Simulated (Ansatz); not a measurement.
Reaction (SMILES): O[Si](O)(F)F [difluoro(dihydroxy)silane] + H+ → O[Si]([OH2+])(F)F (at O, the best of the heteroatom sites tried; carbon was not tried)

Quantity: proton affinity (enthalpy at 298 K), in kcal/mol. Positive where the reaction releases energy. Set-up: frozen cores in correlated levels; no spin-orbit coupling; non-relativistic; 6-311+G** with 5d, 6d on Na to Ar in Ansatz (an electronic-structure program); six Cartesian d functions in 6-31G* and its kin unless marked 5d; LANL2DZ with its own core potentials from Na on. CBS(X,Y): correlation extrapolated as X^-3; Hartree-Fock from the larger set (for Q and 5 zeta extrapolated as (X+1)exp(-9√X)). First-principles rows: single points at B3LYP-D3(BJ) geometries (Ansatz), with unscaled harmonic terms from B3LYP/6-31G* (Ansatz) at its own minima.

Coupled cluster (Ansatz) is a level with limits of its own, used here on species with T1 under 0.025 (0.045 for open shells) and stable references: CCSD(T)/CBS(cc-pV(Q+d)Z,cc-pV(5+d)Z).

Value to compare with, CCSD(T)/CBS(cc-pV(Q+d)Z,cc-pV(5+d)Z) (Ansatz): 166.4 kcal/mol.

```tsv
level	program	proton affinity (enthalpy at 298 K) (kcal/mol)	difference
MP2/STO-3G	Ansatz	261.2	94.8
MP2/3-21G	Ansatz	185.6	19.2
MP2/LANL2DZ	Ansatz	167.6	1.2
MP2/6-31G*	Ansatz	167.9	1.5
MP2/6-311+G**	Ansatz	167.8	1.4
```

Among the 5 habitual levels, MP2/STO-3G lies farthest from CCSD(T)/CBS(cc-pV(Q+d)Z,cc-pV(5+d)Z) (Ansatz) (94.8 kcal/mol); 5 of 5 lie above it, and their mean absolute difference is 23.6 kcal/mol, the median 1.5. One case shows no general order.

The sets are all those run for this method; left out are runs that failed, that the program found above a lower state of the same kind, or whose <S^2> lies over 0.5 above the pure value.
